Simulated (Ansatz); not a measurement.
Reaction: CH4NSi (SMILES [N]=C[SiH3], doublet) → CH4NSi (SMILES N(=[C]\[H])/[SiH3], doublet)
Each species at its own B3LYP-D3(BJ)/def2-TZVP minimum (Ansatz, an electronic-structure program).

Total energies in hartree (Ansatz). UHF or UKS for unpaired electrons; spin-orbit terms are left out. Cores are frozen in correlated methods. No relativity. The UHF reference of CH4NSi ([N]=C[SiH3], doublet) is spin-contaminated (<S^2> up to 0.18 over the pure value in the sets run).

| species | HF/cc-pV(T+d)Z | CCSD(T)/cc-pV(T+d)Z | HF/cc-pV(Q+d)Z | CCSD(T)/cc-pV(Q+d)Z | CCSD(T)/cc-pV(D+d)Z | CCSDT(Q)/cc-pV(D+d)Z |
|---|---|---|---|---|---|---|
| 1: CH4NSi (SMILES [N]=C[SiH3], doublet) | -383.58116 | -384.08471 | -383.59135 | -384.12288 | -383.95913 | -383.96184 |
| 2: CH4NSi (SMILES [H]/[C]=N/[SiH3], doublet) | -383.57513 | -384.08872 | -383.58598 | -384.12813 | -383.95769 | -383.95995 |

### Question
Work out the isomerisation energy (electronic) in kJ/mol: take Hartree-Fock from cc-pV(Q+d)Z, extrapolate the CCSD(T) correlation energy as X^-3 (X = 3, 4), and add CCSDT(Q) - CCSD(T) in cc-pV(D+d)Z. 1 hartree = 2625.5 kJ/mol.

### Answer

Species 1: correlation (64·(-0.53153) - 27·(-0.50355))/37 = -0.55195; step -0.00271; E1 = -383.59135 + (-0.55195) + (-0.00271) = -384.14601
Species 2: correlation (64·(-0.54215) - 27·(-0.51359))/37 = -0.56299; step -0.00226; E2 = -383.58598 + (-0.56299) + (-0.00226) = -384.15123
-1·E1 +1·E2 = -0.00522 hartree = -13.7 kJ/mol.
